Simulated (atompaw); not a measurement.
## Plane-wave convergence, PAW (atompaw) potential for Ag

* Element: silver (Ag)
* Generator: atompaw 4.2.0.5
* Type: PAW
* Functional: PBE
* Relativity: scalar-relativistic
* Frozen core: [Ar] 3d10 4s2
* Valence charge: 17
* Reference configuration: 4p6 4d10 5s0.5 5p0 (charge +0.5)
* Partial waves: 5s (bound); 5s channel at 2.35 Ry; 4p (bound); 5p (bound, empty); 4d (bound); 4d channel at 2.1 Ry
* Local potential: ultrasoft scheme with l = 3 at -0.5 Ry, radius 2.35 bohr
* Core correction: smooth core density matched at 2.10 bohr
* Augmentation charge: gaussian compensation charge, radius 2.10 bohr; PAW radius 2.55 bohr; waves and projectors: bloechl

The pseudo-atom Hamiltonian at the reference potential is diagonalised in spherical Bessel functions j_l(qr) that vanish at 20 bohr, with q² up to the cutoff. All-electron valence levels (Ry): 5s -0.5671, 4p -4.5945, 5p -0.2458, 4d -0.8355.

Q: How do the lowest levels (Ry) of each channel move with the cutoff, and are there ghosts?

A:

```
cutoff (Ry)     s #1     s #2     p #1     p #2     p #3     d #1     d #2    f #1    f #2  Σ f·Δε (mRy)
          8  -0.5668  -0.0954  -4.1609  -0.1762  -0.0203  -0.5563  -0.0262  0.0349  0.1465        5393.7
         12  -0.5670  -0.0954  -4.4296  -0.2003  -0.0268  -0.7405  -0.0292  0.0349  0.1465        1939.7
         21  -0.5671  -0.0954  -4.5774  -0.2375  -0.0352  -0.8267  -0.0311  0.0349  0.1465         191.4
         30  -0.5671  -0.0954  -4.5933  -0.2452  -0.0367  -0.8345  -0.0315  0.0349  0.1465          17.4
         45  -0.5671  -0.0954  -4.5945  -0.2458  -0.0369  -0.8355  -0.0315  0.0349  0.1465           0.2
         55  -0.5671  -0.0954  -4.5945  -0.2458  -0.0369  -0.8355  -0.0315  0.0349  0.1465           0.0
        400  -0.5671  -0.0954  -4.5945  -0.2458  -0.0369  -0.8355  -0.0315  0.0349  0.1465           0.0
```

Result: no extra level below or beside the all-electron valence levels (s, p, d, f tested); 10 mRy is reached at 35 Ry and 1 mRy at 45 Ry.
